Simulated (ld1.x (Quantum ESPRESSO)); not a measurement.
## La, TM: configuration errors across variants

```json
{
 "Element": "lanthanum (La)",
 "Generator": "ld1.x (Quantum ESPRESSO) 7.5",
 "Type": "norm-conserving Troullier–Martins (Kleinman–Bylander form)",
 "Functional": "PBE",
 "Relativity": "scalar-relativistic",
 "Frozen core": "[Xe]",
 "Valence charge": "3",
 "Reference configuration": "4f0 5d1 6s2 6p0",
 "Partial waves": "6s (bound): rc 3.20 bohr; 6p (bound, empty): rc 3.90 bohr; 4f (bound, empty): rc 1.50 bohr; 5d (bound): rc 2.65 bohr",
 "Local potential": "the d channel",
 "Core correction": "a·sin(br)/r model core, default radius (core density twice the valence density)"
}
```

All-electron excitation energies from the reference (eV): (1) 4f0 5d1 6s1 6p0 5.966; (2) 4f0 5d1 6s0 6p0 16.854; (3) 4f0 5d1 6s1.5 6p0 2.399; (4) 4f0 5d0 6s2 6p0 6.385.

The default core radius of the base comes out at 2.70 bohr.

Tests that are not counted but printed errors over 1 eV. “base”: 4f1 5d0 6s2 6p0 (solver errors, printed error -1499 eV); 4f0 5d1 6s0 6p1 (solver errors, printed error -2.0 eV); 1 more. “core correction a·sin(br)/r model core inside 1.20 bohr”: 4f1 5d0 6s2 6p0 (solver errors, printed error -1499 eV); 4f0 5d1 6s0 6p1 (solver errors, printed error -2.0 eV); 1 more. “wave 5d (bound): rc 2.65 bohr becomes 5d (bound): rc 2.72 bohr”: 4f1 5d0 6s2 6p0 (solver errors, printed error -1499 eV); 4f0 5d1 6s0 6p1 (solver errors, printed error -2.0 eV); 1 more. “wave 6p (bound): rc 3.90 bohr becomes 6p (bound): rc 2.94 bohr”: 4f0 5d1 6s1 6p1 (solver errors, printed error -1.6 eV); 4f1 5d0 6s2 6p0 (solver errors, printed error -1499 eV). “wave 6s (bound): rc 3.20 bohr becomes 6s (bound): rc 4.48 bohr”: 4f1 5d0 6s2 6p0 (solver errors, printed error -1499 eV); 4f0 5d1 6s0 6p1 (solver errors, printed error -2.0 eV); 1 more.

1 further variants failed, have other tests or too few solved ones, and are left out.

A true bound ghost makes a file unfit for plane-wave use even where its test errors are small: the radial tests pick states by their node count and pass the ghost by. Where a test does run into it, the solver fails or the error is huge.

Errors AE − PS in meV (a dash: test not solved or not reliable):

```tsv
change	(1)	(2)	(3)	(4)	bound ghosts
base	-6.3	-42	-1.4	-101	s, p
core correction a·sin(br)/r model core inside 1.20 bohr	-7.0	-48	-1.5	-124	s, p
wave 5d (bound): rc 2.65 bohr becomes 5d (bound): rc 2.72 bohr	-6.2	-42	-1.3	-100	s, p
wave 6p (bound): rc 3.90 bohr becomes 6p (bound): rc 2.94 bohr	-6.3	-42	-1.4	-101	p, s
wave 6s (bound): rc 3.20 bohr becomes 6s (bound): rc 4.48 bohr	-7.5	-58	-1.5	-89	s, p
type RRKJ; local potential the s channel	-3.9	-49	-0.7	-45	none
wave 4f (bound): rc 1.50 bohr becomes 4f (bound): rc 2.24 bohr	-6.3	-42	-1.4	-101	s, p
wave 5d (bound): rc 2.65 bohr becomes 5d (bound): rc 2.14 bohr	-6.5	-42	-1.4	-104	s, p
```

(1) Give the same row for: local potential the f channel.

Answers

(1) -0.7, -43, 0.0, -23; bound ghosts: s, p, d. Not counted: 4f1 5d0 6s2 6p0 (solver errors, printed error -1504 eV).
